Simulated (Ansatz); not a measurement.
`BCOC` → `BOC` + `[CH2]` (triplet) at 298.15 K and 1 bar (formal loss of a carbene).

Calculated with Ansatz (gas phase, PBE0-D4/def2-TZVP geometries, no zero-point term in ΔE). CCSD(T)/CBS adds triple-zeta CCSD(T) − MP2 to the extrapolated MP2 energy (def2 sets, frozen cores). This one scheme is used for every species. Triplets are unrestricted, without spin–orbit coupling. Each species was taken in one conformer, which may not be the lowest.

```csv
species,CCSD(T)/CBS energy (Eh),H − E (kJ/mol),S (J/(mol·K))
`BCOC`,-180.23463,252.3,304.1
`BOC`,-141.04597,181.1,267.5
`[CH2]` (triplet),-39.09499,55.4,195.3
```

H − E and S are ideal-gas, rigid-rotor, harmonic terms from PBE0-D4/def2-TZVP, for one conformer and one mirror image of each species, with the whole ground term of open shells counted as degenerate. 1 Eh = 2625.50 kJ/mol, R = 8.31446 J/(mol·K).

**Question.** By hand: ΔE, ΔH, ΔS and ΔG.

**Answer.** ΔE = (-141.04597) + (-39.09499) − (-180.23463) = 0.09367 Eh = 245.9 kJ/mol. Δ(H − E) = 181.1 + 55.4 − 252.3 = -15.8, so ΔH = 230.1 kJ/mol. ΔS = 267.5 + 195.3 − 304.1 = 158.7 J/(mol·K). ΔG = 230.1 − 298.15 × (158.7)/1000 = 182.8 kJ/mol.

**Question.** By hand: the equilibrium constant, and the temperature at which ΔG would vanish if ΔH and ΔS stayed fixed.

**Answer.** log₁₀ K = −ΔG/(RT ln 10) = -32.0. ΔG = 0 at ΔH/ΔS = 1450 K.

The number of gas molecules changes by +1, which sets the sign of ΔS. A doubt of 5 kJ/mol in ΔE shifts log₁₀ K by 0.9 here. Other conformers and mirror images would add mixing entropy, several J/(mol·K) or more a flexible species. A triplet takes part, so the spin changes. These are equilibria of isolated gas molecules and say nothing of rates. Largest T1 diagnostic: 0.014 (customary marks: 0.02 for closed shells, 0.045 for open ones).
